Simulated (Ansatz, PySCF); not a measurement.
Complex: CH5N (SMILES CN) (first 7 atoms) with H2Se (SMILES [SeH2]); geometry from B3LYP-D3(BJ)/def2-TZVP, rigid monomers moved along the line of their centres of mass till N2···Se8 is 3.59 Å.
(charge 0, multiplicity 1):
```xyz
10

C      0.4227    -0.0841    -0.1717
N     -0.5639     0.6409     0.6284
H      0.0157    -1.0591    -0.4448
H      1.3108    -0.2623     0.4358
H      0.7330     0.4235    -1.0942
H     -1.4173     0.7959     0.1058
H     -0.2114     1.5501     0.9015
Se    -0.3837    -0.7425     3.9387
H     -0.8395    -1.7692     2.9973
H     -0.2579    -1.7342     5.0280
```

Monomers are frozen at their geometry in the pair; levels with a basis set take the counterpoise correction. Rows marked so take none.

Rows in 3-21G carry no dispersion term and start afresh at each structure; the Pople sets are all-electron and without relativity.

Programs: Ansatz (a quantum-chemistry and plane-wave program); PySCF for 3-21G rows, the dispersion terms. Each number belongs to the level named beside it.

Question: Give the interaction energy at the level B3LYP/def2-TZVPPD.

Answer: -1.1 kcal/mol

Question: What interaction energy does B3LYP-D4/def2-TZVPPD give?

Answer: -2.5 kcal/mol

Question: What is the computed interaction energy (B3LYP/3-21G (no counterpoise))?

Answer: -3.4 kcal/mol
